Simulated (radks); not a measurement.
Q: The mean radii <r> (bohr) of the occupied orbitals of an atom or ion are listed with their occupations. Method: scalar-relativistic Kohn-Sham, HCTH/407, spin-polarised, spherical densities, finite nucleus; Fermi nuclear charge, rms radius of each element as measured or else 0.836 A^(1/3) + 0.57 fm; computed with a radial shooting solver on a logarithmic mesh with Libxc functionals.

orbital  occ.      <r>
1s up       1  0.02275
1s down     1  0.02275
2s up       1  0.09702
2s down     1  0.09702
2p up       3  0.08546
2p down     3  0.08546
3s up       1   0.2550
3s down     1   0.2547
3p up       3   0.2532
3p down     3   0.2530
3d up       5   0.2308
3d down     5   0.2305
4s up       1   0.5791
4s down     1   0.5788
4p up       3   0.6130
4p down     3   0.6126
4d up       5   0.6697
4d down     5   0.6699
5s up       1    1.395
5s down     1    1.424
5p up       3    1.623
5p down     3    1.672
4f up       6   0.9565

Name the element and its charge. Open shells, if any, are filled with parallel spins first.

A: Z = 62, samarium, charge +2: Sm2+ in [Xe] 4f6. The 1s radius gives Z: for a bare nucleus <r> = (2 gamma + 1)/(2Z) with gamma = sqrt(1 - (Z/c)^2), 0.02245 bohr for Z = 62, and screening makes it slightly larger (0.02275 here). The occupations add up to 60, and the charge is Z minus that.
